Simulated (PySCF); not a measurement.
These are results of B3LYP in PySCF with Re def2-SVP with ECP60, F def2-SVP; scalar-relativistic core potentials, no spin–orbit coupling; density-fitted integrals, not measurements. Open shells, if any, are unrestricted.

Question: What spin state, shape and geometry does isolated ReF₄ take (every ligand bound to Re)?

Answer: Formally Re is in oxidation state +4, d3, with 3 unpaired electrons (the high-spin count). The Mulliken spin on Re is 2.72. The polar-tensor charge on Re, 2.56, is below the formal one. The lowest minimum found is a quartet of D4h symmetry with Re–F 1.868 Å (×4); F–Re–F 90.0° (×4), F–Re–F 180.0° (×2). Its harmonic wavenumbers are 117 (b2u), 183 (eu), 201 (a2u), 300 (b2g), 671 (b1g), 707 (eu), 726 (a1g) cm⁻¹ and its dipole moment is 0.00 D.

Only a few start shapes were tried, so a lower isomer may exist. With open d or f shells other occupations or spin states may lie lower. No spin–orbit coupling is included, which matters more the heavier the element.
